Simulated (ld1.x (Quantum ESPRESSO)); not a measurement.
**indium: one change to an RRKJ potential, before and after**

In (Z = 49), norm-conserving RRKJ (Kleinman–Bylander form), made with ld1.x (Quantum ESPRESSO) 7.5 (revPBE, scalar-relativistic). Core [Kr] 4d10, reference 5s2 5p1. Waves: 5p (bound): rc 2.80 bohr; 5s (bound): rc 1.95 bohr. Local part: the s channel. Core correction: none.

Change: functional LDA (PZ).

Cutoffs: the cutoffs (Ry, on a coarse ladder) from which the occupation-weighted sum of valence levels, in a spherical-Bessel basis at the reference potential, stays within 10 and 1 mRy of its value at 400 Ry; they do not see the model core or the augmentation charge, which bear on the density cutoff. Errors are all-electron minus pseudo energies relative to the spin-unpolarised reference configuration.

Q: Predict the effect on cutoff, ghosts and configuration errors.

A: The potential gets neither clearly harder nor softer (18 Ry and 30 Ry → 18 Ry and 30 Ry); the number of tests with a reliable result goes from 7 to 9; of the 7 tests that both files solve, the error grows in 2 and shrinks in 1 by more than 15 % and 0.3 meV (median size 16.9 → 16.0 meV); neither file shows a bound ghost.

| quantity | base | changed |
| --- | --- | --- |
| cutoff, loose | 18 Ry | 18 Ry |
| cutoff, tight | 30 Ry | 30 Ry |
| bound ghosts | none | none |
| error for 5s2 5p0, meV [ΔE 5.28 → 5.59 eV] | +17 | +16 |
| error for 5s1 5p0, meV [ΔE 24.36 → 25.26 eV] | +38 | +163 |
| error for 5s2 5p0.5, meV [ΔE 1.90 → 2.05 eV] | +2.7 | +2.4 |
| error for 5s1 5p2, meV [ΔE 5.82 → 5.94 eV] | +19 | +16 |
| error for 5s1 5p1, meV [ΔE 11.86 → 12.29 eV] | -7.7 | +30 |
| error for 5s0 5p3, meV [ΔE 11.90 → 12.16 eV] | +96 | +86 |
| error for 5s2 5p1.3, meV [ΔE -0.51 → -0.58 eV] | +0.8 | +0.6 |
| s: phases at 3.05 bohr within 0.05 rad from the reference energy up to (Ry; the scan ends near 5) | 1.8 | 1.8 |
| p: phases at 3.05 bohr within 0.05 rad from the reference energy up to (Ry; the scan ends near 5) | 2.9 | 2.9 |
